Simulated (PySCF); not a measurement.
C3H2N, doublet, geometry from GFN2-xTB; PySCF with PBE/6-31G*.

Here is a job for PySCF.
```python
from pyscf import gto, scf, dft

mol = gto.M(
    atom='''
C    -0.113138   -1.673188    0.009367
C     0.548551   -0.556984   -0.005074
C    -0.072797    0.716799   -0.002318
H     0.061678   -2.721787    0.011804
H     1.644219   -0.484411   -0.020722
N    -0.554513    1.755205   -0.000419
''',
    basis='6-31g*',
    charge=0,
    spin=1,
    verbose=4,
)

mf = dft.UKS(mol)
mf.xc = 'pbe'
mf.kernel()
```

Problem. Predict the main parts of the log of this PySCF run.

Solution. 
```
PySCF version 2.14.0

[INPUT] verbose = 4
[INPUT] num. atoms = 6
[INPUT] num. electrons = 27
[INPUT] charge = 0
[INPUT] spin (= nelec alpha-beta = 2S) = 1
[INPUT] symmetry False subgroup None
[INPUT] Mole.unit = angstrom
[INPUT] Symbol           X                Y                Z      unit          X                Y                Z       unit  Magmom
[INPUT]  1 C     -0.113138000000  -1.673188000000   0.009367000000 AA   -0.213799834281  -3.161867074909   0.017701064609 Bohr   0.0
[INPUT]  2 C      0.548551000000  -0.556984000000  -0.005074000000 AA    1.036611155356  -1.052547215765  -0.009588470356 Bohr   0.0
[INPUT]  3 C     -0.072797000000   0.716799000000  -0.002318000000 AA   -0.137566392690   1.354553796362  -0.004380385157 Bohr   0.0
[INPUT]  4 H      0.061678000000  -2.721787000000   0.011804000000 AA    0.116554527911  -5.143431999402   0.022306327174 Bohr   0.0
[INPUT]  5 H      1.644219000000  -0.484411000000  -0.020722000000 AA    3.107123598806  -0.915404121727  -0.039158904753 Bohr   0.0
[INPUT]  6 N     -0.554513000000   1.755205000000  -0.000419000000 AA   -1.047877702511   3.316856742467  -0.000791795246 Bohr   0.0

nuclear repulsion = 84.0489587694339
number of shells = 28
number of NR pGTOs = 116
number of NR cGTOs = 60
basis = 6-31g*
ecp = {}

******** <class 'pyscf.dft.uks.UKS'> ********
method = UKS
initial guess = minao
damping factor = 0
level_shift factor = 0
DIIS = <class 'pyscf.scf.diis.CDIIS'>
diis_start_cycle = 1
diis_space = 8
diis_damp = 0
SCF conv_tol = 1e-09
SCF conv_tol_grad = None
SCF max_cycles = 50
direct_scf = True
direct_scf_tol = 1e-13
number electrons alpha = 14  beta = 13
XC library pyscf.dft.libxc version 7.1.2
    S. Lehtola, C. Steigemann, M. J. T. Oliveira, and M. A. L. Marques,  SoftwareX 7, 1–5 (2018)
XC functionals = pbe
    J. P. Perdew, K. Burke, and M. Ernzerhof,  Phys. Rev. Lett. 77, 3865 (1996)
    J. P. Perdew, K. Burke, and M. Ernzerhof,  Phys. Rev. Lett. 78, 1396 (1997)
    J. P. Perdew, K. Burke, and M. Ernzerhof,  Phys. Rev. Lett. 77, 3865 (1996)
    J. P. Perdew, K. Burke, and M. Ernzerhof,  Phys. Rev. Lett. 78, 1396 (1997)
radial grids:
    Treutler-Ahlrichs [JCP 102, 346 (1995); DOI:10.1063/1.469408] (M4) radial grids

becke partition: Becke, JCP 88, 2547 (1988); DOI:10.1063/1.454033
pruning grids: <function nwchem_prune>
grids dens level: 3
symmetrized grids: False
atomic radii adjust function: <function treutler_atomic_radii_adjust>
small_rho_cutoff = 0
Set gradient conv threshold to 3.16228e-05
tot grids = 75872
init E= -170.36702608779

cycle= 1 E= -169.869032619822  delta_E= 0.498  |g|= 0.298  |ddm|= 2.04
cycle= 2 E= -169.610278507521  delta_E= 0.259  |g|= 0.768  |ddm|= 1.13
cycle= 3 E= -169.903083209672  delta_E= -0.293  |g|= 0.172  |ddm|= 0.871
cycle= 4 E= -169.918322801157  delta_E= -0.0152  |g|= 0.0209  |ddm|= 0.166
cycle= 5 E= -169.918351142021  delta_E= -2.83e-05  |g|= 0.0215  |ddm|= 0.0363
cycle= 6 E= -169.918590166403  delta_E= -0.000239  |g|= 0.00633  |ddm|= 0.0223
cycle= 7 E= -169.91861827836  delta_E= -2.81e-05  |g|= 0.00196  |ddm|= 0.00875
cycle= 8 E= -169.918624574711  delta_E= -6.3e-06  |g|= 0.000791  |ddm|= 0.00521
cycle= 9 E= -169.918625747501  delta_E= -1.17e-06  |g|= 0.00022  |ddm|= 0.00258
cycle= 10 E= -169.918625832383  delta_E= -8.49e-08  |g|= 6.6e-05  |ddm|= 0.000743
cycle= 11 E= -169.918625836932  delta_E= -4.55e-09  |g|= 2.43e-05  |ddm|= 0.000143
cycle= 12 E= -169.918625837009  delta_E= -7.74e-11  |g|= 3.52e-05  |ddm|= 6.08e-05
cycle= 13 E= -169.918625837484  delta_E= -4.74e-10  |g|= 1.57e-05  |ddm|= 3.72e-05
Extra cycle  E= -169.918625836405  delta_E= 1.08e-09  |g|= 5.14e-05  |ddm|= 5.24e-05
converged SCF energy = -169.918625836405  <S^2> = 0.76129155  2S+1 = 2.0112599
```
